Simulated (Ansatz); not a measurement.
WH, multiplicity 6 (lowest of 2S+1 = 2, 4, 6, 8 at CCSD(T)/def2-TZVPP on PBE0 minima; our sources give no spin for the ground state, which may be another), most abundant isotopes (183.9509 and 1.0078 u). Constants from fifth-degree fits in 1/R to seven points on the lowest solution found; no spin–orbit coupling, no relativity up to Kr; ω_e x_e and α_e move by some per cent with the fit.

Correlated levels freeze the inner cores; with def2 sets outer-core shells near the valence are correlated too. CBS(a, b) extrapolates the correlation energy as X⁻³ and adds the Hartree–Fock energy of set b.

Run with Ansatz (a first-principles code). Values without a source in brackets are computed. In def2 rows elements past Kr take small-core potentials, without spin–orbit coupling.

```tsv
level	r_e (Å)	ω_e (cm⁻¹)	ω_e x_e (cm⁻¹)	α_e (cm⁻¹)
PBE/def2-TZVPP	1.7154	1895.5	30.0	0.143
CCSD(T)/CBS(def2-TZVPP, def2-QZVPP)	1.7081	1926.8	26.8	0.125
```

Q: Derive the rotational constants, the centrifugal constant, the fundamental, the zero-point energy and the force constant.

A: 
μ = 1.00233 u.
- PBE/def2-TZVPP: B_e = 16.8576/(μ r_e²) = 5.7158 cm⁻¹; B₀ = B_e − α_e/2 = 5.6443 cm⁻¹; D = 4B_e³/ω_e² = 2.08e-04 cm⁻¹; fundamental ω_e − 2ω_e x_e = 1836 cm⁻¹; zero-point energy ω_e/2 − ω_e x_e/4 = 940 cm⁻¹; k = μ(2πcω_e)² = 212 N/m
- CCSD(T)/CBS(def2-TZVPP, def2-QZVPP): B_e = 16.8576/(μ r_e²) = 5.7644 cm⁻¹; B₀ = B_e − α_e/2 = 5.7021 cm⁻¹; D = 4B_e³/ω_e² = 2.06e-04 cm⁻¹; fundamental ω_e − 2ω_e x_e = 1873 cm⁻¹; zero-point energy ω_e/2 − ω_e x_e/4 = 957 cm⁻¹; k = μ(2πcω_e)² = 219 N/m
